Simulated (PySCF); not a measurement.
# Two probes of the same atoms: core binding energy and nuclear shielding

Species: CH2=CFCOOEt, C5H7FO2.
Cartesian coordinates in Å at the PBE0-D3(BJ)/def2-SVP level; atoms count from 1:
```
atom  x, y, z in Å
C1     3.2671    0.1978    0.1951
C2     2.0145    0.4626   -0.1673
F3     1.7172    1.3722   -1.0869
C4     0.8443   -0.2433    0.4365
O5     0.9474   -1.0973    1.2792
O6    -0.3053    0.1903   -0.0657
C7    -1.4859   -0.4247    0.4515
C8    -2.6712    0.1780   -0.2543
H9     3.4383   -0.5621    0.9571
H10    4.1065    0.7259   -0.2588
H11   -1.4161   -1.5133    0.2957
H12   -1.5215   -0.2619    1.5408
H13   -2.7177    1.2638   -0.0862
H14   -2.6145   -0.0002   -1.3380
H15   -3.6012   -0.2714    0.1228
```

Binding energies: PySCF, delta-SCF UKS SCAN, pcX-2 on the ionised atom, pcseg-1 elsewhere, spin-free X2C. Shieldings: GIAO PBE0/pcSseg-1, non-relativistic, same geometry.

```
atom  C 1s (eV)
  C1     290.82
  C2     293.46
  C4     294.74
  C7     292.64
  C8     291.13
```

Problem. What are the absolute isotropic shieldings of these atoms?

Solution. 
```
atom                 environment  C 1s (eV)  isotropic shielding (ppm)
  C1        terminal =CH2 carbon     290.82                       74.7
  C8               methyl carbon     291.13                      169.4
  C7  sp3 carbon bound to oxygen     292.64                      122.2
  C2          vinylic C–F carbon     293.46                       21.5
  C4       ester carbonyl carbon     294.74                       19.5
```

Problem. Among the listed atoms, is the one with the highest binding energy also the least shielded?

Solution. Yes: C4 has both (294.74 eV, 19.5 ppm).

By binding energy: C1 < C8 < C7 < C2 < C4. By shielding: C4 < C2 < C1 < C7 < C8.

The structure is a single PBE0-D3(BJ)/def2-SVP conformer in the gas phase; no vibrational or solvent corrections.
